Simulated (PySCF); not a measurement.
Species: 6-chloro-2-hydroxypyridine, C₅H₄ClNO.
Numbering: `[OH:1][c:2]1[cH:3][cH:4][cH:5][c:6]([Cl:7])[n:8]1` (hydrogens: H9 on O1; H10 on C3; H11 on C4; H12 on C5)

Geometry (GFN2-xTB, Å), atoms numbered from 1 in this order:
```
atom  x, y, z in Å
O1    -2.1858   -1.1026   -0.6359
C2    -1.0283   -0.5255   -0.2964
C3    -0.6932    0.7319   -0.8023
C4     0.5147    1.2782   -0.4174
C5     1.3490    0.5783    0.4454
C6     0.9098   -0.6596    0.8811
Cl7    1.8756   -1.5966    1.9506
N8    -0.2395   -1.2010    0.5268
H9    -2.2391   -1.9613   -0.1913
H10   -1.3723    1.2363   -1.4681
H11    0.8128    2.2483   -0.7851
H12    2.2975    0.9730    0.7666
```

Computed with CAM-B3LYP/def2-SVPD in PySCF (dipole) on a GFN2-xTB geometry, gas phase.

Take the most abundant isotopes and a rigid rotor. The values belong to one conformer with, in the numbering `[OH:1][c:2]1[cH:3][cH:4][cH:5][c:6]([Cl:7])[n:8]1`, H–O1–C2–C3 180°.

(1) What are A, B and C (MHz)?

(2) What kind of rotor is it?

(3) What does the inertial defect say?

(4) Which lines would a microwave search look for?

(5) Estimate the classical rotational partition function at 25 K, 50 K and 298.15 K.

Answers

(1) Ia = 147.92, Ib = 386.58, Ic = 534.51 u·Å²; 505379 MHz·u·Å²/I gives A = 3416, B = 1307, C = 945.5 MHz.

(2) An asymmetric top; Ray's κ = -0.707.

(3) Planar: Δ = Ic − Ia − Ib = 0.00 u·Å². For a rigid frame Δ = −2 Σ m c², so it vanishes when all atoms lie in the ab plane; here none is more than 0.01 Å from it.

(4) The dipole components are |μa| = 1.13 D, |μb| = 1.59 D, |μc| = 0.00 D; the mirror of this Cs structure is the ab plane, so μc vanishes by symmetry and there are no c-type lines. The squared components, which scale the intensities, stand as 0.50 : 1.00 (a : b). Some lines, for components of 0.1 D or more:

| type | branch | J(Ka,Kc) | MHz | lower level (cm⁻¹) |
| --- | --- | --- | --- | --- |
| a | Q | 1(1,0) ← 1(1,1) | 362 | 0.145 |
| a | Q | 2(1,1) ← 2(1,2) | 1085 | 0.284 |
| a | R | 1(0,1) ← 0(0,0) | 2253 | 0.000 |
| b | R | 2(0,2) ← 1(1,1) | 2354 | 0.145 |
| b | Q | 1(1,0) ← 1(0,1) | 2471 | 0.075 |
| b | Q | 2(1,1) ← 2(0,2) | 2875 | 0.224 |
| a | R | 2(1,2) ← 1(1,1) | 4144 | 0.145 |
| b | R | 1(1,1) ← 0(0,0) | 4362 | 0.000 |
| a | R | 2(0,2) ← 1(0,1) | 4463 | 0.075 |
| a | R | 2(1,1) ← 1(1,0) | 4867 | 0.158 |
| b | R | 2(1,2) ← 1(0,1) | 6253 | 0.075 |
| b | Q | 2(2,0) ← 2(1,1) | 6370 | 0.320 |
| b | Q | 2(2,1) ← 2(1,2) | 7413 | 0.284 |
| b | R | 2(2,1) ← 1(1,0) | 11195 | 0.158 |
| b | R | 2(2,0) ← 1(1,1) | 11599 | 0.145 |

(5) Point group Cs, symmetry number σ = 1; q = (√π/σ)·√((kT/h)³/(ABC)), k/h = 20836.6 MHz/K: 10300 at 25 K, 29000 at 50 K, 422000 at 298.15 K.

No GFN2-xTB frequencies stand behind this structure, so it isn't proved a minimum. Zero-point vibration and centrifugal distortion are left out. Quadrupole hyperfine structure (14N, 35Cl) is left out.

On x86-64 server, one thread, no GPU, shared host, this took 47 s of wall time. This is the CAM-B3LYP/def2-SVPD job that gave the dipole, with the excitations it also computed.
